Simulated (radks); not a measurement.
The numbers below are computed, except where a source is named.
Task: Successive ionisation energies (eV) of one element, from differences of total energies of ions in their ground configurations, starting at charge 0: 7.197, 18.537, 30.876, 44.316, 65.480, 81.958, 99.211. Code: a radial shooting solver on a logarithmic mesh with Libxc functionals. Model: non-relativistic Kohn-Sham, r2SCAN, spin-polarised, spherical densities, point nucleus; open shells are filled with parallel spins first (spin-orbit coupling, left out, can overturn this in heavy ions); meta-GGA in the generalised Kohn-Sham scheme; relativity is left out, which matters for an element this heavy. Which element is it?

Result: Rhodium (Z = 45). The first species listed is Rh in [Kr] 4d8 5s1, the last Rh6+ in [Kr] 4d3.
